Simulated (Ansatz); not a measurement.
Isolated molecules relaxed with PBE0-D4/def2-TZVP in Ansatz; ΔE leaves out vibrations. CBS: MP2 limit from def2 TZ/QZ plus the TZ coupled-cluster correction, frozen cores. Functionals use def2-TZVPP. For Ge outer-core shells are correlated without core-valence functions, which leaves a few kJ/mol of doubt a bond. Scalar relativity is left out up to krypton. One conformer a species, not always the lowest.

Consider the redistribution: `CN(C)BS` + `F[SiH](F)[GeH3]` → `CN(C)BF` + `F[SiH](S)[GeH3]`.

```tsv
level	ΔE (kJ/mol)
ωB97M-V	0.6
PBE	-0.7
SCS-MP2/def2-TZVPP	7.6
CCSD/def2-TZVPP	5.1
```

**Question.** What does CCSD(T)/CBS give? (An estimate is asked.)

**Answer.** Ansatz gave: +6.1 kJ/mol. The listed levels differ from it by -5.5, -6.8, 1.5, -1.0 kJ/mol.

Largest T1 diagnostic among the species: 0.012.

In def2-TZVPP, CCSD(T) changes the Hartree–Fock value by +6.9 kJ/mol (the triples alone add +0.8 kJ/mol) and MP2 by +8.7 kJ/mol.

CCSD(T)/CBS has its own doubt, a few kJ/mol and more with outer-core shells, so smaller differences from it don't rank the levels.
